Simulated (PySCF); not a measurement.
Several species in one continuum solvent.

Computed with PySCF at wB97X-D/def2-SVPD, non-relativistic, each on one gas-phase PBE0-D3(BJ)/def2-SVP geometry that isn't relaxed in the solvent. The solvent is an IEF-PCM continuum (cavity from Bondi-type radii × 1.2). Specific hydrogen bonds and non-electrostatic terms are outside this model. Spin–orbit coupling is left out although an atom past zinc is present.

Problem. Order them by E(solvent) − E(gas) in chloroform (ε = 4.711), most negative first (kcal/mol).
A. `[CH3:1]/[CH:2]=[CH:3]/[O:4][CH2:5][CH3:6]` with C2–C3–O4–C5 0°, C3–O4–C5–C6 180°
B. `[OH:1][c:2]1[cH:3][cH:4][c:5]([OH:6])[cH:7][cH:8]1` with H–O1–C2–C3 0°, C4–C5–O6–H 180° (hydroquinone)
C. `[CH3:1][C:2]1([C@H:3]([AsH2:4])[C:5]#[N:6])[CH2:7][CH2:8]1` with C1–C2–C3–As4 64°, C2–C3–As4–H 166° and 74°

Solution. B (-6.8), C (-5.1), A (-2.1).

| SMILES | charge | ΔE (kcal/mol) | polarisation term (kcal/mol) | HOMO shift (eV) | dipole gas (D) | dipole solvent (D) | atoms | lowest singlet, gas (eV) | lowest singlet, solvent (eV) |
| --- | --- | --- | --- | --- | --- | --- | --- | --- | --- |
| Oc1ccc(O)cc1 | 0 | -6.8 | -7.5 | -0.01 | 0.00 | 0.00 | 14 | 4.74 | 4.72 |
| CC1([C@H]([AsH2])C#N)CC1 | 0 | -5.1 | -6.0 | +0.22 | 4.17 | 5.23 | 18 | 6.37 | 6.24 |
| C/C=C/OCC | 0 | -2.1 | -2.3 | -0.04 | 1.03 | 1.30 | 16 | 6.52 | 6.55 |

The polarisation term is half the interaction of the solute with the induced surface charges. Singlets are vertical TDDFT energies (frozen core, non-equilibrium response), the lowest in each medium.

The pairwise dispersion term of wB97X-D wasn't added to the energies; at a given geometry it leaves orbitals and properties as they are.
